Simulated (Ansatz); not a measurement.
Species: sum formula SiNHBr₃, net charge 0, doublet state. It need not be the lowest isomer of its formula. 
Geometry from a B3LYP-D3(BJ)/def2-TZVP (Ansatz, a program for electronic structure) optimisation:
SMILES: Br[Si](Br)([NH])Br
```xyz
6

Si     0.4609     0.0517    -0.1367
Br     0.4013    -0.6711     1.9596
Br    -0.4967    -1.4143    -1.4719
Br    -0.5898     1.9990    -0.3211
N      2.1352     0.1865    -0.5441
H      2.5834     0.9968    -0.1070
```
Charge 0, spin multiplicity 2.

Computed values are from Ansatz. Cores are frozen in the correlated levels unless marked. Open shells are spin-unrestricted. Spin-orbit coupling is left out. Frozen are the shells of the preceding noble gas and the d and f shells that filled before the atom's block. Non-relativistic. CBS marks a two-point X^-3 extrapolation of the correlation energy; Hartree-Fock from the larger set. The bracket is a focal-point correction in the basis named.

Problem. What is the total energy at RI-MP2/CBS(def2-TZVPP,def2-QZVPP)+[CCSD(T)-MP2]/def2-TZVPP?

Solution. -8062.5198 Eh.

Problem. What is the dipole moment at CCSD(T)/def2-SVPD?

Solution. 1.17 D.

Problem. What is the T1 diagnostic at CCSD/def2-TZVPP?

Solution. 0.013.

Problem. What is the atomisation energy De at RI-MP2/CBS(def2-TZVPP,def2-QZVPP)+[CCSD(T)-MP2]/def2-TZVPP?

Solution. 1695.8 kJ/mol.
